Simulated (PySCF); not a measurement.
Ligands exchanged one at a time, Sn Cl-H. All species are isolated molecules in the gas phase. Strings in code marks are SMILES.

Level of theory: PySCF with PBE-D3(BJ)/def2-TZVP // B3LYP-D3(BJ)/def2-TZVP. Excitations are Tamm–Dancoff values on a coarser integration grid. The basis has no diffuse functions, so Rydberg states are missing or too high.

```tsv
species	HOMO–LUMO gap (eV)	LUMO (eV)	S1 excitation (TDA) (eV)	dipole moment (D)	S1 oscillator strength
0 of 4 Cl replaced by H (`[Cl][Sn]([Cl])([Cl])[Cl]`)	4.01	-4.29	4.15	0.00	0.000
1 of 4 Cl replaced by H (`[Cl][SnH]([Cl])[Cl]`)	4.59	-3.38	4.72	1.98	0.000
2 of 4 Cl replaced by H (`[Cl][SnH2][Cl]`)	5.12	-2.45	5.41	2.56	0.030
3 of 4 Cl replaced by H	5.45	-1.79	5.65	2.45	0.018
```
